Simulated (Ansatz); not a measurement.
## Reading a saddle point

A first-order saddle point of GeSiH$_{6}$Cl, doublet, PBE0-D4/def2-TZVP, with one imaginary mode of 302i cm⁻¹:

Cl1  (-0.023, 0.045, -0.004)
Si2  (0.664, -2.099, 1.023)
Ge3  (-0.661, 2.086, -1.016)
H4  (0.987, -1.836, 2.447)
H5  (1.854, -2.590, 0.286)
H6  (-0.472, -3.046, 0.898)
H7  (-2.111, 2.370, -0.601)
H8  (0.295, 3.170, -0.500)
H9  (-0.535, 1.899, -2.534)
(Å)

Program: Ansatz 0.2.0. Basis: def2-TZVPP and def2-QZVPP. Cores are frozen in the correlated methods; orbitals are unrestricted. Filled d shells of the heavier atoms are correlated. The def2 sets are not built for correlating such inner shells, so the correlated values are less sure here. Extrapolation: Hartree–Fock as exp(−7.88 √X), correlation as X^−2.97.

Which contacts change along the imaginary mode, and what lies on either side? (A judgement: the text doesn't fix the answer.)

By the calculation: The step is SiH₃Cl ([SiH3][Cl]) + GeH₃ → GeH₃Cl ([Cl][GeH3]) + SiH₃, with the molecules in contact on both sides. Shortening one way: Cl1–Ge3; lengthening the same way: Cl1–Si2.
| pair | one side (Å) | saddle (Å) | other side (Å) |
| --- | --- | --- | --- |
| Cl1–Ge3 | 3.98 | 2.37 | 2.16 |
| Cl1–Si2 | 2.05 | 2.47 | 3.87 |

Which side is lower, and how far does the saddle lie above each? (Judge from chemistry; the value comes from the calculation.)

By the calculation: The side with Cl1–Si2 short is lower by 47.6 kJ/mol; the saddle lies 94.5 kJ/mol above it and 46.9 kJ/mol above the other (CCSD(T) at an estimated basis limit (MP2 extrapolated from triple and quadruple zeta, plus CCSD(T) − MP2 in triple zeta); electronic energies).

T1 diagnostic: at most 0.015. ⟨S²⟩ of the unrestricted Hartree–Fock references: 0.75 to 0.79 (a pure state has 0.75). The start structure is not quite a true minimum (one mode of 49i cm⁻¹). The end structure is not quite a true minimum (one mode of 56i cm⁻¹).

Radical steps of this kind take place in plasma deposition and etching.

Labels in which every atom is bracketed show which atoms are joined, not bond orders.

For scale, one of the runs: CCSD(T)/def2-TZVPP, 216 basis functions, launched by `ansatz run in.yaml --threads 8 --pin off --events-out ev --progress --plain --max-ram 19148MiB`. The run took 2.8 min on 8 CPU threads of an Arm Neoverse V2 (shared host), with 7.8 GiB of host memory at its peak.
